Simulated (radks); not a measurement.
The numbers below are computed, except where a source is named.
Q: Ionisation ladder of iron, from Fe to Fe11+. Each ion is in the ground configuration listed by NIST, and IE = E(next ion) - E(this ion). Code: a radial shooting solver on a logarithmic mesh with Libxc functionals. Model: scalar-relativistic Kohn-Sham, PBE, spin-unpolarised, spherical densities, finite nucleus; Fermi nuclear charge, rms radius 3.7377 fm.

| species | configuration | IE, Delta-SCF (eV) | -e(HOMO) (eV) | HOMO | <r> HOMO (bohr) |
|---|---|---|---|---|---|
| Fe | [Ar] 3d6 4s2 | ? | 5.292 | 4s | 2.99 |
| Fe+ | [Ar] 3d6 4s1 | 16.203 | 12.329 | 4s | 2.71 |
| Fe2+ | [Ar] 3d6 | ? | 25.717 | 3d | 1.08 |
| Fe3+ | [Ar] 3d5 | 53.089 | 43.215 | 3d | 0.989 |
| Fe4+ | [Ar] 3d4 | 74.420 | 63.375 | 3d | 0.921 |
| Fe5+ | [Ar] 3d3 | ? | 85.834 | 3d | 0.867 |
| Fe6+ | [Ar] 3d2 | 123.42 | 110.36 | 3d | 0.822 |
| Fe7+ | [Ar] 3d1 | ? | 136.81 | 3d | 0.784 |
| Fe8+ | [Ar] | 234.84 | 220.44 | 3p | 0.759 |
| Fe9+ | [Ne] 3s2 3p5 | 264.29 | 249.46 | 3p | 0.743 |
| Fe10+ | [Ne] 3s2 3p4 | 294.58 | 279.34 | 3p | 0.728 |
| Fe11+ | [Ne] 3s2 3p3 | 325.64 | 310.03 | 3p | 0.714 |

Estimate the withheld Delta-SCF values.

A: Fe: 8.729 eV (NIST 7.902); Fe2+: 34.223 eV (NIST 30.65); Fe5+: 97.928 eV (NIST 98.99); Fe7+: 150.78 eV (NIST 151.06).

Beside tabulated values, note that spin-unpolarised runs miss the spin-polarisation part of the exchange energy of open shells.
